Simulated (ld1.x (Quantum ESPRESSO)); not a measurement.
# u(r) = r·R(r): atom against pseudo-atom (Si)

Columns: radius, all-electron u(r) and pseudo u(r) of the 2p shell (level -104.93 eV) of silicon in the configuration [He] 2s2 2p6 3s2 3p1; PBEsol, scalar-relativistic, PAW scheme, ld1.x (Quantum ESPRESSO) 7.5.

```csv
r (bohr),all-electron,pseudo
0.050,0.1548,0.0191
0.100,0.4462,0.0748
0.150,0.7358,0.1624
0.200,0.9718,0.2747
0.250,1.1413,0.4025
0.300,1.2474,0.5355
0.350,1.2996,0.6637
0.400,1.3091,0.7779
0.450,1.2867,0.8704
0.500,1.2415,0.9361
0.550,1.1809,0.9727
0.600,1.1106,0.9803
0.650,1.0350,0.9618
0.700,0.9573,0.9217
0.750,0.8800,0.8660
0.800,0.8046,0.8008
0.850,0.7324,0.7320
0.900,0.6642,0.6643
0.950,0.6003,0.6003
1.000,0.5410,0.5410
1.050,0.4863,0.4863
1.100,0.4363,0.4363
1.150,0.3907,0.3907
1.200,0.3493,0.3493
1.250,0.3118,0.3118
1.300,0.2781,0.2781
```

(1) How many radial nodes do the two functions have?

(2) At about which radius was the pseudo-wave matched?

(3) Is the pseudo-wave norm-conserving?

Answers

(1) The all-electron 2p function has n − l − 1 = 0; the pseudo-wave has 0.

(2) 0.95 bohr. The columns agree to 0.0005 from 0.85 bohr on; several derivatives are matched, so the curves merge somewhat inside the radius.

(3) No, it belongs to a PAW set: the norm inside the radius is not constrained, and the difference is carried by the augmentation charge.
